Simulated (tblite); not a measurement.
Compound: C2H10GeOSi2.
SMILES with atom numbers: `[CH3:1][Si@@H:2]1[CH2:3][SiH2:4][O:5][GeH2:6]1` (hydrogens: H7, H8, H9 on C1; H10 on Si2; H11, H12 on C3; H13, H14 on Si4; H15, H16 on Ge6)

Computed with GFN2-xTB (tblite), gas phase: L-BFGS steps from a force-field or distance-geometry start until the largest atomic force falls under 0.01 eV/Å.

At the end of the run (lengths in Å): Si2–Ge6 2.375, C3–Si4 1.922, O5–Ge6 1.816, Si2–C3 1.901, Si4–O5 1.611, C1–Si2 1.901, C1–H7 1.087, Si4–O5–Ge6 126.2°, Si2–Ge6–O5 93.8°, C3–Si4–O5 107.7°, C1–Si2–Ge6 111.4°, C1–Si2–C3–Si4 -136°, Si2–C3–Si4–O5 17°, C3–Si4–O5–Ge6 -8°, H7–C1–Si2–C3 58°, H10–Si2–C1–H7 -175°.

Question: These geometries were met on the way; a selection of coordinates is given. Order them by energy above the end point, lowest first.
A. Si2–Ge6 2.294, C3–Si4 1.912, O5–Ge6 1.816, Si2–C3 1.887, Si4–O5 1.631, C1–Si2 1.889, C1–H7 1.082, Si4–O5–Ge6 116.2°, Si2–Ge6–O5 99.9°, C3–Si4–O5 111.5°, C1–Si2–Ge6 111.9°, C1–Si2–C3–Si4 -135°, Si2–C3–Si4–O5 25°, C3–Si4–O5–Ge6 -23°, H7–C1–Si2–C3 82°, H10–Si2–C1–H7 -152°
B. Si2–Ge6 2.297, C3–Si4 1.930, O5–Ge6 1.889, Si2–C3 1.895, Si4–O5 1.618, C1–Si2 1.888, C1–H7 1.075, Si4–O5–Ge6 120.3°, Si2–Ge6–O5 96.7°, C3–Si4–O5 108.2°, C1–Si2–Ge6 109.3°, C1–Si2–C3–Si4 -134°, Si2–C3–Si4–O5 24°, C3–Si4–O5–Ge6 -20°, H7–C1–Si2–C3 79°, H10–Si2–C1–H7 -153°
C. Si2–Ge6 2.316, C3–Si4 1.923, O5–Ge6 1.888, Si2–C3 1.893, Si4–O5 1.620, C1–Si2 1.893, C1–H7 1.088, Si4–O5–Ge6 123.8°, Si2–Ge6–O5 94.6°, C3–Si4–O5 106.0°, C1–Si2–Ge6 106.9°, C1–Si2–C3–Si4 -132°, Si2–C3–Si4–O5 22°, C3–Si4–O5–Ge6 -18°, H7–C1–Si2–C3 77°, H10–Si2–C1–H7 -153°
D. Si2–Ge6 2.304, C3–Si4 1.842, O5–Ge6 1.743, Si2–C3 1.846, Si4–O5 1.657, C1–Si2 1.858, C1–H7 1.123, Si4–O5–Ge6 113.4°, Si2–Ge6–O5 101.8°, C3–Si4–O5 113.1°, C1–Si2–Ge6 113.5°, C1–Si2–C3–Si4 -136°, Si2–C3–Si4–O5 26°, C3–Si4–O5–Ge6 -23°, H7–C1–Si2–C3 83°, H10–Si2–C1–H7 -151°
E. Si2–Ge6 2.345, C3–Si4 1.918, O5–Ge6 1.823, Si2–C3 1.895, Si4–O5 1.620, C1–Si2 1.908, C1–H7 1.094, Si4–O5–Ge6 125.5°, Si2–Ge6–O5 94.4°, C3–Si4–O5 106.1°, C1–Si2–Ge6 106.6°, C1–Si2–C3–Si4 -131°, Si2–C3–Si4–O5 21°, C3–Si4–O5–Ge6 -17°, H7–C1–Si2–C3 76°, H10–Si2–C1–H7 -152°

Answer: E (0.082 eV), C (0.140 eV), B (0.244 eV), A (0.414 eV), D (0.720 eV).

```tsv
step	E above end (eV)	rms distance from the end, all atoms (Å)	largest force (eV/Å)	rms shift of all bonds from the end (Å)
8	0.082	0.189	0.494	0.012
6	0.140	0.198	0.553	0.024
4	0.244	0.215	0.711	0.030
2	0.414	0.238	0.606	0.023
0	0.720	0.251	2.205	0.042
```

Rows stand in the order of the answer.
